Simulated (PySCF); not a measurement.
## Working out the excitation energy of Pb

Pb [Xe] 4f14 5d10 6s2 6p2 (3P) → Pb [Xe] 4f14 5d10 6s2 6p1 7s1 (3P). All numbers are calculated (PySCF 2.14, scalar relativity through the core potential, in aug-cc-pVTZ-PP with ECP60MDF (6s5p4d2f, 55 functions)). Frozen: 5s2 5p6 5d10. Energies in hartree (1 hartree = 27.21139 eV):

| part | Pb (lower) | Pb (upper) |
| --- | --- | --- |
| UHF | -191.835762 | -191.696993 |
| CCSD correlation | -0.046876 | -0.043845 |
| (T) | -0.001106 | -0.001007 |

Task: What does Hartree-Fock give?

Result: (-191.696993) − (-191.835762) = 0.138769 hartree = 3.776 eV.

Task: What do CCSD and CCSD(T) give?

Result: The CCSD correlation energies differ by 0.003031 hartree = 0.082 eV and the triples by 0.000099 hartree = 0.003 eV, so CCSD gives 3.858 eV and CCSD(T) 3.861 eV.
